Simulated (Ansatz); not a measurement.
```yaml
crystal:
  periodic: [false, false, false]
  atoms:
    - {symbol: Tc, position_ang: [0.192401, -0.118028, 0.280558]}
    - {symbol: O, position_ang: [0.146474, -0.098145, 1.577126]}
    - {symbol: F, position_ang: [1.928440, -0.055589, -0.664772]}
    - {symbol: F, position_ang: [0.276436, 1.819140, -0.594469]}
    - {symbol: F, position_ang: [-1.729100, 0.158099, -0.750991]}
    - {symbol: F, position_ang: [0.049874, -1.830115, -0.826465]}
basis:
  gaussian: {orbitals: def2-TZVPP}
total_charge: -1
hamiltonian: {xc: {name: r2SCAN50}, dispersion: d3bj}
scf: {omitted_lower_state_checks: [starts]}
```

```sh
$ ansatz run in.yaml --threads 4 --pin off --events-out ev --progress --plain --max-ram 3916MiB
```

Output, abridged:

```
Warning: the engine holds no damping parameters fitted to this dispersion correction and functional, so the run takes those fitted to r2scan50 beside the three-body term, which d3bj leaves out (hamiltonian.dispersion, under Limitations)
Functional definition: r2SCAN50
1322 factors; their error is unknown
mean field evaluation 1: about -15100.9480 eV, gradient 5.9e1 eV
mean field evaluation 2: about -15082.1910 eV, gradient 1.3e2 eV
mean field evaluation 4: about -15106.7094 eV, gradient 5.9e0 eV
mean field evaluation 8: about -15106.7621 eV, gradient 1.7e-1 eV
mean field evaluation 16: about -15106.9156 eV, gradient 1.1e-3 eV
mean field -15106.91556343 eV, -555.1689071210 hartree, gradient 8.3e-5 eV, S^2 0.000000; 0 other end points of the search recorded, 0 dependent functions left out
reference -15106.91558070 eV, -555.1689077556 hartree; 30, 30 occupied and 181, 181 virtual orbitals, 1322 factors
Total energy: -15106.95860576 eV, -555.1704888974 hartree
Checks for a lower state left out: starts
```

Hardware: 4 threads of Arm Neoverse V2 on a shared host. Wall time 4.1 s.

In the def2 sets Tc takes a core potential; there is no spin–orbit coupling. The highest occupied level of an anion often lies above zero with these methods, and sets without diffuse functions describe the outer electron poorly.
